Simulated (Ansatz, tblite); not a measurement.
Adding an electron: [In(NH3)6]3+ (InN6H18³⁺). Total charge 3; singlet. Geometry: r2SCAN-D4/def2-SVP. Ansatz, gas phase; energy differences of separate SCF runs; the reduced species was run as a doublet alone.

```xyz
25

In    0.000    0.000    0.000
N     2.006    0.891    0.805
H     2.238    0.617    1.769
H     2.041    1.920    0.825
H     2.841    0.625    0.264
N    -1.994   -0.899   -0.824
H    -2.272   -0.538   -1.748
H    -2.821   -0.732   -0.234
H    -1.983   -1.920   -0.951
N    -0.778   -0.242    2.191
H    -0.570   -1.154    2.621
H    -1.798   -0.146    2.298
H    -0.394    0.441    2.859
N     0.751    0.243   -2.200
H     0.509   -0.542   -2.821
H     1.771    0.335   -2.302
H     0.379    1.069   -2.688
N     0.945   -2.136    0.099
H     1.762   -2.207    0.721
H     1.287   -2.495   -0.802
H     0.310   -2.873    0.436
N    -0.929    2.142   -0.071
H    -1.830    2.201   -0.564
H    -0.343    2.849   -0.536
H    -1.125    2.551    0.853
```

In the def2 sets In takes a core potential; there is no spin–orbit coupling. The xTB rows come from tblite.

Q: Estimate orbital energies and vertical electron affinities at: GFN1-xTB; GFN2-xTB; PBE-D4/def2-TZVP; r2SCANh-D4/def2-TZVP; PBE0-D4/def2-TZVP.

A: 
```
               level  −HOMO (eV)  −LUMO (eV)  vertical EA (eV)  HOMO–LUMO gap (eV)
            GFN1-xTB       24.25       19.83             17.56                4.42
            GFN2-xTB       23.98       19.87             17.28                4.11
    PBE-D4/def2-TZVP       19.75       13.79             11.48                5.96
r2SCANh-D4/def2-TZVP       20.65       13.10             11.12                7.55
   PBE0-D4/def2-TZVP       21.24       12.79             11.21                8.44
```

 Raw xTB energy differences between charge states are shifted by several eV; the methods need an empirical correction for them.
